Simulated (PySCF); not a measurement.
**Correlation energy of Ti⁺ (titanium, charge +1)**

Starting occupation: [Ar] 3d3, 3d5/2 with m_j = +1/2, +3/2, +5/2. Computed with PySCF 2.14 in x2c-TZVPall-2c with one added diffuse shell each of s, p, d type (7s8p5d1f, 63 functions), with X2C-1e with screened-nucleus spin-orbit coupling, Gaussian nucleus. Frozen: [Ne]; 11 electrons correlated; the 6 highest virtual spinors left out.

MP2 pair energies summed by pair of shells (mhartree):

```json
{"pair": "3p-3p", "energy": "-103.14", "share (%)": "43.0"}
{"pair": "3d-3p", "energy": "-77.95", "share (%)": "32.5"}
{"pair": "3p-3s", "energy": "-24.43", "share (%)": "10.2"}
{"pair": "3d-3d", "energy": "-17.05", "share (%)": "7.1"}
{"pair": "3d-3s", "energy": "-12.14", "share (%)": "5.1"}
{"pair": "3s-3s", "energy": "-5.14", "share (%)": "2.1"}
```

Total MP2 correlation energy: -239.85 mhartree.

The GHF reference relaxed away from the jj start to a determinant that is no pure jj level (⟨S²⟩ = 3.75, ⟨J²⟩ = 24.76); the energies belong to that determinant.

This basis was not built for core-valence correlation, so the inner-shell part is incomplete.
